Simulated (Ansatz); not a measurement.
C2H8GeN2 (`C[N](C)[Ge][NH2]`). Total charge 0; spin multiplicity 1.

```csv
atom,x (Å),y (Å),z (Å)
C1,-0.6372,-0.4666,0.8916
N2,-0.2138,0.0171,-0.3928
C3,-1.2940,0.1094,-1.3419
Ge4,1.4572,0.5576,-0.9370
N5,2.3710,0.3998,0.6406
H6,0.2145,-0.6905,1.5343
H7,-1.2794,0.2560,1.4155
H8,-1.2138,-1.3960,0.7868
H9,-2.0763,0.8045,-1.0052
H10,-1.7716,-0.8668,-1.5057
H11,-0.9226,0.4685,-2.3057
H12,2.0113,0.1933,1.5584
H13,3.3545,0.6139,0.6609
```

Problem. List the harmonic frequencies (cm⁻¹, unscaled) at PBE0-D4/def2-TZVP in Ansatz. (Estimate.)

Solution. The calculation gave: 69, 144, 202, 236, 266, 294, 309, 338, 415, 568, 678, 728, 1005, 1085, 1112, 1159, 1246, 1299, 1435, 1461, 1466, 1477, 1493, 1516, 1567, 2982, 2988, 3022, 3030, 3098, 3129, 3591, 3704.

Problem. Is this a minimum?

Solution. Yes, all 33 modes are real.

Problem. Give the ideal-gas thermochemistry at 298.15 K and 1 bar (rigid rotor, harmonic oscillator; point group C1, symmetry number 1).

Solution. Zero-point energy 281.8 kJ/mol; H(298) − E = 305.0 kJ/mol; entropy 362.3 J/(mol·K), of which translation 169.8, rotation 113.1, vibration 79.4; G(298) − E = 197.0 kJ/mol. Modes under 100 cm⁻¹ are hindered rotations or soft bends, so the harmonic entropy is rough.

Problem. And at 400, 500, 600, 800 and 1000 K?

Solution. 
```tsv
T (K)	H − E (kJ/mol)	S (J/mol/K)	G − E (kJ/mol)
400	318.2	400.3	158.1
500	333.3	433.9	116.4
600	350.2	464.7	71.4
800	388.6	519.7	-27.2
1000	431.6	567.6	-136.0
```
